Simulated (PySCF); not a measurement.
# Ge(2+): excitation energy

Ge(2+) [Ar] 3d10 4s2 (1S) → Ge(2+) [Ar] 3d9 4s2 4p1 (high-spin determinant), as a difference of total energies. All numbers are calculated (PySCF 2.14, the spin-free X2C one-electron Hamiltonian (Gaussian nucleus), in x2c-QZVPPall (11s8p5d4f1g, 97 functions)). Correlated levels: valence and next inner shell: [Ne] frozen. The calculations carry no spin-orbit coupling.

```json
{"method": "UHF", "excitation energy (eV)": "30.656"}
{"method": "LDA", "excitation energy (eV)": "32.815"}
{"method": "PBE", "excitation energy (eV)": "32.257"}
{"method": "PBE0", "excitation energy (eV)": "32.033"}
{"method": "r2SCAN", "excitation energy (eV)": "31.982"}
{"method": "wB97X", "excitation energy (eV)": "32.191"}
{"method": "r2SCAN0", "excitation energy (eV)": "31.833"}
{"method": "TPSSh", "excitation energy (eV)": "31.915"}
{"method": "MP2 (valence and next inner shell)", "excitation energy (eV)": "32.846"}
{"method": "SCS-MP2 (valence and next inner shell)", "excitation energy (eV)": "32.552"}
```

Task: How much does correlation contribute at MP2 (valence and next inner shell)?

Result: 32.846 − (30.656) = 2.190 eV, measured against UHF.

A first-order spin-orbit estimate (lowest level to lowest level, LS coupling) adds -0.135 eV.

The basis was made for the ground configuration and has no added diffuse functions, so the excitation energy can come out too high.

The determinant of the upper state mixes LS terms, which raises its energy above the lowest term, most at the Hartree-Fock and MP2 levels.
